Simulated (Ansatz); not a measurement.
`[SiH3][O][GaH2]` → `[O][GaH2]`• + `[SiH3]`•  (homolysis of the O–Si bond)

Calculated with Ansatz (gas phase, PBE0-D4/def2-TZVP geometries, no zero-point term in ΔE). CBS: MP2 limit from def2 TZ/QZ plus the TZ coupled-cluster correction, frozen cores. This one scheme is used for every species. DFT in def2-TZVPP. B3LYP here is the variant with VWN-RPA as its local correlation; programs differ in this. No spin–orbit coupling; open shells (•) take unrestricted orbitals. For Ga outer-core shells are correlated without core-valence functions, which leaves a few kJ/mol of doubt a bond. Scalar relativity is left out up to krypton.

`[SiH3][O][GaH2]`:

Z-matrix (Å, degrees):
```
Si
O 1 1.629
H 1 1.488 2 110.0
H 1 1.492 2 111.4 3 120.2
H 1 1.488 2 110.0 3 -119.7
Ga 2 1.785 1 139.3 3 -120.2
H 6 1.555 2 113.8 1 179.9
H 6 1.561 2 116.0 1 -0.1
```

`[O][GaH2]`•:

Cartesian coordinates in Å:
```
O 0.246 -1.284 1.045
Ga -0.018 0.093 -0.075
H -0.737 1.321 0.553
H 0.509 -0.129 -1.522
```

`[SiH3]`•:

Z-matrix (Å, degrees):
```
Si
H 1 1.486
H 1 1.486 2 111.3
H 1 1.486 2 111.3 3 124.6
```

```tsv
level	ΔE (kcal/mol)	difference from CCSD(T)/CBS
LDA (SPW92)	136.0	5.8
r2SCAN-D4	120.1	-10.1
B97M-V	123.2	-7.0
B3LYP-D4	122.4	-7.8
CAM-B3LYP-D4	125.3	-4.9
ωB97M-V	128.0	-2.2
BLYP	115.5	-14.7
r2SCAN	119.7	-10.5
CAM-B3LYP	123.8	-6.4
HF/def2-SVP	95.5	-34.7
CCSD/def2-SVP	118.4	-11.8
HF/def2-TZVPP	97.5	-32.7
CCSD/def2-TZVPP	124.4	-5.8
CCSD(T)/def2-TZVPP	126.3	-3.9
MP2/def2-QZVPP	138.4	8.2
SCS-MP2/def2-QZVPP	135.7	5.5
CCSD(T)/CBS	130.2	0
```

Largest T1 diagnostic among the species: 0.019.

The D4 term adds +2.7 kcal/mol with B3LYP and +1.5 kcal/mol with PBE0; it sums over pairs of atoms, weighted by their polarisabilities, and B3LYP, whose exchange is more repulsive, gets the larger term. Leaving LDA and LC-ωPBE aside and taking each functional with its dispersion term where it has one, the values, not all of them listed here, spread over 11.7 kcal/mol, from revPBE-D4 to ωB97M-V. LDA lies +17.6 kcal/mol from PBE without D4, its usual overbinding.
